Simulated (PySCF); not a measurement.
Al(Cl)2(SiH3) (AlCl2H3Si), SMILES [Cl][Al]([SiH3])[Cl].

Coordinates come from a PBE0-D3(BJ)/def2-SVP optimisation.

Calculation: PySCF 2.14.0 with PBE0-D3(BJ)/def2-SVP.

Frequencies are harmonic and unscaled.

A small imaginary wavenumber (i) marks a very flat motion, where grid noise or a shallow saddle decides the sign.

Computed normal modes with their intensities:
| mode | ν (cm⁻¹) | IR (km/mol) | moving atoms (share of kinetic energy) |
|---|---|---|---|
| 1 | 18i | 0.1 | H 95 % |
| 2 | 93 | 2.3 | Cl 47 %, Si 27 %, H 15 %, Al 12 % |
| 3 | 142 | 12.4 | Cl 68 %, Si 19 %, Al 12 % |
| 4 | 158 | 22.1 | Al 71 %, Cl 16 %, H 11 % |
| 5 | 323 | 1.4 | Cl 49 %, Si 42 % |
| 6 | 454 | 0.9 | H 82 %, Si 10 % |
| 7 | 465 | 14.5 | H 83 %, Si 11 % |
| 8 | 547 | 127.1 | Al 64 %, Cl 27 % |
| 9 | 608 | 121.0 | Al 66 %, Cl 30 % |
| 10 | 848 | 194.0 | H 90 %, Si 9 % |
| 11 | 926 | 39.6 | H 98 % |
| 12 | 928 | 36.6 | H 98 % |
| 13 | 2215 | 47.7 | H 98 % |
| 14 | 2229 | 62.8 | H 96 % |
| 15 | 2237 | 69.1 | H 96 % |
